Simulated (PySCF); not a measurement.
Isomers of C7H11NS, mass 141.061 u with the commonest isotopes. Computed with PBE0/pcSseg-1 in PySCF (dipole) on a GFN2-xTB geometry, gas phase. One conformer each, none proved a minimum here; rigid rotors.

**Question.** Order these by rotational constant A, smallest first.
A. `CC(C)(C)C1=NSC=C1`
B. `[CH3:1][CH2:2][c:3]1[s:4][cH:5][cH:6][c:7]1[NH:8][CH3:9]` with C1–C2–C3–S4 -100°, C6–C7–N8–C9 -26°
C. `[CH2:1]=[CH:2][C:3](=[CH2:4])[CH2:5][NH:6][C:7]([CH3:8])=[S:9]` with C1–C2–C3–C4 174°, C2–C3–C5–N6 -66°, C3–C5–N6–C7 130°, C5–N6–C7–C8 -178°
D. `[CH3:1][CH2:2][NH:3][CH2:4][c:5]1[cH:6][cH:7][cH:8][s:9]1` with C1–C2–N3–C4 -179°, C2–N3–C4–C5 -64°, N3–C4–C5–C6 101°

**Answer.** B (1660 MHz), C (2272 MHz), D (2685 MHz), A (2831 MHz).

**Question.** Order these by dipole moment, largest first.
A. `[CH2:1]=[CH:2][C:3](=[CH2:4])[CH2:5][NH:6][C:7]([CH3:8])=[S:9]` with C1–C2–C3–C4 174°, C2–C3–C5–N6 -66°, C3–C5–N6–C7 130°, C5–N6–C7–C8 -178°
B. `CC(C)(C)C1=NSC=C1`
C. `[CH3:1][CH2:2][NH:3][CH2:4][c:5]1[cH:6][cH:7][cH:8][s:9]1` with C1–C2–N3–C4 -179°, C2–N3–C4–C5 -64°, N3–C4–C5–C6 101°
D. `[S:1]=[C:2]=[N:3][CH:4]1[CH2:5][CH2:6][CH2:7][CH2:8][CH2:9]1` with C2–N3–C4–C5 62°, N3–C4–C5–C6 -69°, C4–C5–C6–C7 -57°, C5–C6–C7–C8 58°, C6–C7–C8–C9 -58°
E. `[CH3:1][CH2:2][c:3]1[s:4][cH:5][cH:6][c:7]1[NH:8][CH3:9]` with C1–C2–C3–S4 -100°, C6–C7–N8–C9 -26°

**Answer.** A (4.37 D), D (3.43 D), B (2.16 D), E (1.89 D), C (1.08 D).

**Question.** Order these by rotational constant B, smallest first.
A. `[CH3:1][CH2:2][c:3]1[s:4][cH:5][cH:6][c:7]1[NH:8][CH3:9]` with C1–C2–C3–S4 -100°, C6–C7–N8–C9 -26°
B. `[CH3:1][CH2:2][NH:3][CH2:4][c:5]1[cH:6][cH:7][cH:8][s:9]1` with C1–C2–N3–C4 -179°, C2–N3–C4–C5 -64°, N3–C4–C5–C6 101°
C. `[CH2:1]=[CH:2][C:3](=[CH2:4])[CH2:5][NH:6][C:7]([CH3:8])=[S:9]` with C1–C2–C3–C4 174°, C2–C3–C5–N6 -66°, C3–C5–N6–C7 130°, C5–N6–C7–C8 -178°
D. `CC(C)(C)c1ccsn1`
E. `[S:1]=[C:2]=[N:3][CH:4]1[CH2:5][CH2:6][CH2:7][CH2:8][CH2:9]1` with C2–N3–C4–C5 62°, N3–C4–C5–C6 -69°, C4–C5–C6–C7 -57°, C5–C6–C7–C8 58°, C6–C7–C8–C9 -58°

**Answer.** B (788.0 MHz), C (812.3 MHz), E (884.6 MHz), D (971.4 MHz), A (1335 MHz).

```csv
SMILES,point group,Ia (u·Å²),Ib (u·Å²),Ic (u·Å²),κ,μa (D),μb (D),μc (D)
CCc1sccc1NC,C1,304.39,378.59,639.13,0.25,1.69,0.53,0.64
CCNCc1cccs1,C1,188.25,641.36,674.30,-0.96,0.41,0.88,0.47
C=CC(=C)CNC(C)=S,C1,222.43,622.17,666.89,-0.93,2.43,2.56,2.58
S=C=NC1CCCCC1,Cs,222.38,571.33,591.58,-0.96,3.40,0.50,0.00
CC(C)(C)c1ccsn1,Cs,178.51,520.23,588.09,-0.89,0.19,2.15,0.00
```
